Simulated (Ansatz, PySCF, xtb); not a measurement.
Dimer: GeH4O (SMILES [OH][GeH3]) (first 6 atoms) with NH3 (SMILES N); geometry from B3LYP-D3(BJ)/def2-TZVP.
(charge 0, multiplicity 1):
```xyz
10

O     -0.3625     0.7143     0.5752
Ge     0.5148    -0.7074    -0.0353
H     -0.4611     0.6907     1.5500
H      1.9372    -0.7770     0.5683
H      0.5841    -0.5258    -1.5584
H     -0.2374    -2.0114     0.3202
N     -0.6682     0.6636     3.4483
H     -1.6452     0.8335     3.6590
H     -0.3979    -0.1949     3.9149
H     -0.1291     1.4189     3.8565
```

Monomers are frozen at their geometry in the pair; levels with a basis set take the counterpoise correction. Rows marked so take none.

Rows in 6-31G* carry no dispersion term and start afresh at each structure (6-31G* with six Cartesian d functions); the Pople sets are all-electron and without relativity.

Codes used: Ansatz (an electronic-structure program) with Gaussian orbitals; PySCF for 6-31G* rows; xtb for the GFN methods. Each number belongs to the level named beside it.

Task: One of these levels gives -268.8 meV for the interaction energy. Which?
A) HF/6-31G* (no counterpoise)
B) GFN1-xTB
C) BLYP/def2-TZVPPD
D) B3LYP/6-31G* (no counterpoise)

Result: C, BLYP/def2-TZVPPD. The others give -361.7 (GFN1-xTB), -333.5 (HF/6-31G* (no counterpoise)), -458.4 (B3LYP/6-31G* (no counterpoise))
